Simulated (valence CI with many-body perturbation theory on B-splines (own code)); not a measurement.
**E1 line list for Pb68+**

Computed by valence CI with perturbative core correlation (CI+MBPT): four valence electrons over a frozen Dirac-Fock core [Ne], a basis of 11 s, 11 p, 9 d, 7 f, 5 g, 2 h, 1 i functions for each j, with the one-electron correlation potential Σ1 (screened to all orders), the two-electron term Σ2, the three-electron term Σ3, Breit, model QED; selected single and double excitations, second order for the rest (own B-spline code, finite nucleus).

No measured spectrum was set against this ion. As an estimate, large intervals hold to a few tenths of a per cent, small ones and those within an open d or f shell to about a per cent.

Lines 201 to 250 of 273 in falling wavelength, among levels below 1872.2 eV, chosen from the strongest by gf and those to the six lowest levels. Wavelengths and rates use the calculated energies. Electric multipoles are in the length gauge, E1 and E2 with the static RPA response of the core. Weak lines are less certain than strong ones. Lines between different terms over intervals too small for the method are left out, as are lines whose strength nearly cancels. The highest levels of a list are the least certain.

Levels are named by their leading jj configuration (3d3/2^4 stands for four electrons in 3d with j = 3/2), which in mixed levels can hold well under half, so a name can repeat and another be missing. Letters in brackets count levels of one name in rising energy.

```
λ vac (Å)                           Upper                   Lower   A (s⁻¹)  S (a.u.) with core polarisation  S without
    14.18          (3s^2 3d3/2 3d5/2) J=4  (3s^2 3p1/2 3d5/2) J=3  7.12e+12                         9.01e-02   9.14e-02
    14.17          (3s^2 3d3/2 3d5/2) J=2  (3s^2 3p1/2 3d5/2) J=3  2.21e+12                         1.55e-02   1.57e-02
    14.15  (3s 3p1/2 3p3/2 3d3/2) J=0 [b]  (3s 3p1/2^2 3p3/2) J=1  6.55e+12                         9.17e-03   9.29e-03
    14.14              (3s^2 3d3/2^2) J=0  (3s^2 3p1/2 3d3/2) J=1  1.77e+13                         2.47e-02   2.50e-02
    14.14          (3s^2 3d3/2 3d5/2) J=2  (3s^2 3p1/2 3d5/2) J=2  7.31e+12                         5.09e-02   5.16e-02
    14.13          (3s^2 3p3/2 3d3/2) J=1  (3s^2 3p1/2 3p3/2) J=1  8.84e+12                         3.69e-02   3.74e-02
    14.13          (3s^2 3p3/2 3d3/2) J=2  (3s^2 3p1/2 3p3/2) J=1  3.41e+12                         2.37e-02   2.40e-02
    14.11          (3s^2 3p3/2 3d3/2) J=0  (3s^2 3p1/2 3p3/2) J=1  7.89e+12                         1.09e-02   1.11e-02
    14.09          (3s^2 3p1/2 3d3/2) J=1      (3s^2 3p1/2^2) J=0  1.13e+13                         4.67e-02   4.74e-02
    14.06          (3s^2 3d3/2 3d5/2) J=1  (3s^2 3p1/2 3d5/2) J=2  9.22e+12                         3.79e-02   3.84e-02
    13.93  (3s 3p1/2 3p3/2 3d5/2) J=2 [b]  (3s^2 3p1/2 3d3/2) J=1  4.02e+11                         2.68e-03   2.72e-03
    13.77              (3s^2 3d3/2^2) J=2  (3s^2 3p1/2 3d3/2) J=2  5.34e+12                         3.44e-02   3.49e-02
    13.76  (3s 3p1/2 3p3/2 3d3/2) J=2 [d]  (3s 3p1/2^2 3p3/2) J=2  1.11e+12                         7.15e-03   7.24e-03
    13.75  (3s 3p1/2 3p3/2 3d3/2) J=1 [d]  (3s 3p1/2^2 3p3/2) J=2  4.93e+10                         1.90e-04   1.93e-04
    13.61  (3s 3p1/2 3p3/2 3d5/2) J=2 [a]  (3s^2 3p1/2 3d3/2) J=2  5.58e+10                         3.47e-04   3.52e-04
    13.47              (3s^2 3d3/2^2) J=2  (3s 3p1/2^2 3p3/2) J=1  2.56e+08                         1.54e-06   1.55e-06
    13.45  (3s 3p1/2 3p3/2 3d5/2) J=3 [a]  (3s^2 3p1/2 3d3/2) J=2  9.37e+08                         7.89e-06   7.99e-06
    13.31  (3s 3p1/2 3p3/2 3d5/2) J=2 [a]  (3s 3p1/2^2 3p3/2) J=1  2.98e+10                         1.73e-04   1.76e-04
    13.28  (3s 3p1/2 3p3/2 3d5/2) J=3 [b]  (3s^2 3p1/2 3d3/2) J=2  2.03e+09                         1.64e-05   1.66e-05
    13.26  (3s 3p1/2 3p3/2 3d5/2) J=1 [a]  (3s^2 3p1/2 3d3/2) J=2  3.60e+10                         1.24e-04   1.26e-04
    13.16  (3s 3p1/2 3p3/2 3d5/2) J=2 [b]  (3s^2 3p1/2 3d3/2) J=2  3.00e+11                         1.69e-03   1.71e-03
    13.06              (3s^2 3d3/2^2) J=0  (3s 3p1/2^2 3p3/2) J=1  1.44e+11                         1.58e-04   1.60e-04
    13.04  (3s 3p1/2 3p3/2 3d5/2) J=3 [c]  (3s^2 3p1/2 3d3/2) J=2  2.89e+09                         2.22e-05   2.25e-05
    13.04              (3s^2 3d3/2^2) J=2  (3s 3p1/2^2 3p3/2) J=2  2.62e+10                         1.44e-04   1.45e-04
    12.98  (3s 3p1/2 3p3/2 3d5/2) J=1 [a]  (3s 3p1/2^2 3p3/2) J=1  2.87e+11                         9.30e-04   9.42e-04
    12.96  (3s 3p1/2 3p3/2 3d5/2) J=1 [b]  (3s^2 3p1/2 3d3/2) J=2  5.44e+07                         1.75e-07   1.75e-07
    12.90  (3s 3p1/2 3p3/2 3d5/2) J=2 [a]  (3s 3p1/2^2 3p3/2) J=2  1.24e+11                         6.59e-04   6.68e-04
    12.88  (3s 3p1/2 3p3/2 3d5/2) J=2 [b]  (3s 3p1/2^2 3p3/2) J=1  1.05e+11                         5.53e-04   5.61e-04
    12.77  (3s 3p1/2 3p3/2 3d5/2) J=1 [c]  (3s^2 3p1/2 3d3/2) J=2  4.88e+09                         1.51e-05   1.52e-05
    12.76  (3s 3p1/2 3p3/2 3d5/2) J=3 [a]  (3s 3p1/2^2 3p3/2) J=2  1.01e+11                         7.26e-04   7.36e-04
    12.76  (3s 3p1/2 3p3/2 3d5/2) J=3 [d]  (3s^2 3p1/2 3d3/2) J=2  8.25e+07                         5.91e-07   6.06e-07
    12.75  (3s 3p1/2 3p3/2 3d5/2) J=2 [c]  (3s^2 3p1/2 3d3/2) J=2  5.80e+09                         2.96e-05   3.00e-05
    12.72          (3s^2 3p3/2 3d5/2) J=2  (3s^2 3p1/2 3p3/2) J=2  4.36e+10                         2.21e-04   2.24e-04
    12.69  (3s 3p1/2 3p3/2 3d5/2) J=1 [b]  (3s 3p1/2^2 3p3/2) J=1  4.76e+10                         1.44e-04   1.46e-04
    12.62  (3s 3p1/2 3p3/2 3d5/2) J=2 [d]  (3s^2 3p1/2 3d3/2) J=2  1.67e+09                         8.30e-06   8.42e-06
    12.60  (3s 3p1/2 3p3/2 3d5/2) J=3 [b]  (3s 3p1/2^2 3p3/2) J=2  2.16e+10                         1.49e-04   1.51e-04
    12.59  (3s 3p1/2 3p3/2 3d5/2) J=1 [a]  (3s 3p1/2^2 3p3/2) J=2  5.53e+09                         1.63e-05   1.66e-05
    12.58          (3s^2 3p3/2 3d5/2) J=2  (3s^2 3p1/2 3p3/2) J=1  8.71e+08                         4.28e-06   4.35e-06
    12.51  (3s 3p1/2 3p3/2 3d5/2) J=1 [c]  (3s 3p1/2^2 3p3/2) J=1  6.01e+09                         1.74e-05   1.77e-05
    12.49  (3s 3p1/2 3p3/2 3d5/2) J=2 [b]  (3s 3p1/2^2 3p3/2) J=2  1.69e+11                         8.13e-04   8.24e-04
    12.48  (3s 3p1/2 3p3/2 3d5/2) J=2 [c]  (3s 3p1/2^2 3p3/2) J=1  4.95e+10                         2.38e-04   2.41e-04
    12.47      (3s 3p1/2 3p3/2 3d5/2) J=0  (3s 3p1/2^2 3p3/2) J=1  6.91e+11                         6.60e-04   6.69e-04
    12.41          (3s^2 3p3/2 3d5/2) J=3  (3s^2 3p1/2 3p3/2) J=2  2.61e+08                         1.72e-06   1.75e-06
    12.39  (3s 3p1/2 3p3/2 3d5/2) J=3 [c]  (3s 3p1/2^2 3p3/2) J=2  1.61e+11                         1.06e-03   1.07e-03
    12.36  (3s 3p1/2 3p3/2 3d5/2) J=2 [d]  (3s 3p1/2^2 3p3/2) J=1  5.12e+10                         2.39e-04   2.42e-04
    12.31  (3s 3p1/2 3p3/2 3d5/2) J=1 [b]  (3s 3p1/2^2 3p3/2) J=2  7.51e+10                         2.07e-04   2.10e-04
    12.26          (3s^2 3p3/2 3d5/2) J=1  (3s^2 3p1/2 3p3/2) J=2  7.09e+10                         1.93e-04   1.96e-04
    12.17          (3s^2 3d3/2 3d5/2) J=3  (3s^2 3p1/2 3d3/2) J=2  5.07e+08                         3.16e-06   3.19e-06
    12.14  (3s 3p1/2 3p3/2 3d5/2) J=1 [c]  (3s 3p1/2^2 3p3/2) J=2  1.25e+10                         3.31e-05   3.35e-05
    12.13          (3s^2 3p3/2 3d5/2) J=1  (3s^2 3p1/2 3p3/2) J=1  6.51e+09                         1.72e-05   1.75e-05
```
